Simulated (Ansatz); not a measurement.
Reaction (isomerisation): `C[SiH](F)[SiH2]S` → `CS[SiH](F)[SiH3]`

Isolated molecules relaxed with PBE0-D4/def2-TZVP in Ansatz; ΔE leaves out vibrations. CBS: MP2 limit from def2 TZ/QZ plus the TZ coupled-cluster correction, frozen cores. Functionals use def2-TZVPP. B3LYP here is the variant with VWN-RPA as its local correlation; programs differ in this. Each species was taken in one conformer, which may not be the lowest.

```
             level  ΔE (eV)
         r2SCAN-D4     0.48
            B2PLYP     0.47
               PBE     0.43
              PBE0     0.47
             B3LYP     0.46
SCS-MP2/def2-TZVPP     0.47
SCS-MP2/def2-QZVPP     0.47
      HF/CBS(def2)     0.49
```

(1) What does CCSD(T)/CBS give? (Best estimate.)

Largest T1 diagnostic among the species: 0.012.

Results:

(1) Ansatz gave: +0.48 eV. The listed levels differ from it by 0.00, -0.01, -0.05, -0.01, -0.02, -0.01, -0.01, 0.01 eV.

From PBE to PBE0 (25 % exact exchange), in def2-TZVPP and without D4, ΔE moves by +0.04 eV.
